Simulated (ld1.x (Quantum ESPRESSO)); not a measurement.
## Bi: variants of one RRKJ potential

Base potential:

bismuth, norm-conserving RRKJ (Kleinman–Bylander form), made with ld1.x (Quantum ESPRESSO) 7.5 (LDA (PZ), scalar-relativistic). Core [Kr] 4d10 4f14, reference 5s2 5p6 5d10 6s2 6p2 (charge +1). Waves: 5s (bound): rc 0.80 bohr; 5d (bound): rc 2.05 bohr; 5f channel at 0.3 Ry: rc 1.70 bohr; 5p (bound): rc 0.90 bohr. Local part: the p channel. Core correction: none. rho0 = 0.001.

Occupied shells without a wave of their own: 6p, 6s. They enter only through the test configuration that unscreens the potential.

All-electron outer shells of the reference configuration (LDA (PZ), scalar-relativistic, ld1.x):

| shell | level (eV) | outermost node (bohr) | outermost maximum (bohr) |
| --- | --- | --- | --- |
| 5s | -166.22 | 0.44 | 0.77 |
| 4f | -161.16 | – | 0.34 |
| 5p | -104.15 | 0.48 | 0.86 |
| 5d | -35.34 | 0.51 | 1.03 |
| 6s | -22.45 | 0.98 | 1.86 |
| 6p | -11.72 | 1.14 | 2.35 |

Cutoffs, loose and tight: the cutoffs (Ry, on a coarse ladder) from which the occupation-weighted sum of valence levels, in a spherical-Bessel basis at the reference potential, stays within 10 and 1 mRy of its value at 400 Ry. They do not see the model core or the augmentation charge, which bear on the density cutoff. Test errors are all-electron minus pseudo excitation energies from the reference, over the configurations 5s2 5p6 5d10 6s2 6p3; 5s2 5p6 5d10 6s2 6p1; 5s2 5p6 5d10 6s2 6p0; 5s2 5p6 5d9 6s2 6p4; 5s2 5p6 5d10 6s1 6p0; 5s2 5p6 5d10 6s2 6p2.5; 5s2 5p6 5d10 6s0 6p5 (two spin-polarised tests are not counted in the largest error). A dash means not determined; rows that change the core or the reference have their own tests.

```csv
change,outcome,"cutoff, loose","cutoff, tight",bound ghosts,largest test error (meV)
base,"generated, misses its reference levels by 0.69 eV",230 Ry,300 Ry,none,-1366
wave 5f channel at 0.3 Ry: rc 1.70 bohr becomes 5f channel at -0.08 Ry: rc 1.70 bohr,"generated, misses its reference levels by 0.69 eV",230 Ry,300 Ry,none,-1366
wave 5f channel at 0.3 Ry: rc 1.70 bohr becomes 5f channel at 0.3 Ry: rc 2.08 bohr,"generated, misses its reference levels by 0.69 eV",230 Ry,300 Ry,none,-1366
"core [Xe] 4f14, valence charge 15; reference 5d10 6s2 6p3; waves now 6s (bound): rc 2.00 bohr; 6p (bound): rc 0.90 bohr; 5d (bound): rc 1.60 bohr; 5f channel at 0.3 Ry: rc 1.55 bohr; local potential all-electron potential smoothed inside 0.75 bohr (lloc = -1)",failed: compute_phi: phi has nodes before r_c,–,–,–,–
wave 5d (bound): rc 2.05 bohr becomes 5d (bound): rc 1.30 bohr,"generated, misses its reference levels by 0.69 eV",230 Ry,300 Ry,none,-1354
```

What comes out with this change to the base: reference 5s2 5p6 5d10 6s2 6p3?

outcome: generated, misses its reference levels by 0.66 eV; cutoff, loose: 230 Ry; cutoff, tight: 300 Ry; bound ghosts: none; largest test error (meV): -606.

What comes out with this change to the base: all radii scaled by about 0.93 (s 0.74, p 0.84, d 1.90, f 1.58 bohr)?

outcome: failed: run_pseudo: Errors in PS-KS equation. Cause: the pseudo-atom solver did not find the valence states with the expected number of nodes, which is the usual sign of a ghost state.

What comes out with this change to the base: functional PBE?

outcome: generated, misses its reference levels by 0.68 eV; cutoff, loose: 230 Ry; cutoff, tight: 300 Ry; bound ghosts: none; largest test error (meV): -1365.
